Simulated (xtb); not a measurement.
SiBrF3, SMILES F[Si](F)(Br)F. All values are semi-empirical tight-binding results from xtb (GFN2-xTB unless named), good for trends rather than for accurate numbers. Geometry: GFN2-xTB.

Optimised geometry:

```xyz
5

F     -1.2648    -0.7302    -1.3606
Si     0.0000     0.0000    -0.7779
F      1.2648    -0.7302    -1.3606
F      0.0000     1.4605    -1.3606
Br     0.0000     0.0000     1.3607
```
Charge 0, spin multiplicity 1.

Estimate the properties. (The exact figures need the calculation; the answer reports its results.)


```json
{
 "point_group_as_xtb_finds_it": "C3v",
 "orbital_gap": "7.87 eV",
 "zero_point_energy": "6.2 kcal/mol",
 "G − E(el) at 298.15 K (modified RRHO)": "-13.0 kcal/mol",
 "static polarisability (D4 model)": "61.9 bohr³",
 "solvation energy, GFN2-xTB/ALPB(water)": "2.2 kcal/mol",
 "solvation energy, GFN2-xTB/ALPB(chcl3)": "-1.0 kcal/mol"
}
```

Give the atomic charges and the Wiberg bond orders between heavy atoms. (An estimate is asked for; the answer gives what the named calculation found.)

charges (e) F1 -0.22, Si2 0.70, F3 -0.22, F4 -0.22, Br5 -0.04. Bond orders F1–Si2 1.13, Si2–F3 1.13, Si2–F4 1.13, Si2–Br5 1.20.
